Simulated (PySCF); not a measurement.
Computed shifts of a molecule C₂H₇ClO₂Si, PySCF with PBE/pcSseg-1, GIAO, gas phase, equivalent atoms averaged, in ppm (number of nuclei): ¹³C: 67.8 (1), 32.3 (1). ²⁹Si: 17.7 (1). ¹H: 6.38 (1), 4.78 (1), 4.33 (1), 2.27 (1), 1.98 (2), 0.70 (1). References: ¹⁷O against H2O (σ = 334.3 ppm); ¹³C against TMS (σ = 182.0 ppm); ²⁹Si against TMS (σ = 335.4 ppm); ³⁵Cl against HCl (σ = 936.5 ppm); ¹H against TMS (σ = 31.49 ppm), references at their B3LYP-D3(BJ)/def2-TZVP geometries, non-relativistic (without spin–orbit terms, shifts of atoms bonded to Cl or Br come out too high). Coordinates come from a PBE-D3(BJ)/def2-SVP optimisation. One conformer was computed; it need not be the lowest.

Task: Which structure fits?
A. CCO[Si@@H](O)Cl
B. OCCO[SiH2]Cl
C. OCC[Si@H](O)Cl
D. CC[Si](O)(O)Cl

Result: C, OCC[Si@H](O)Cl
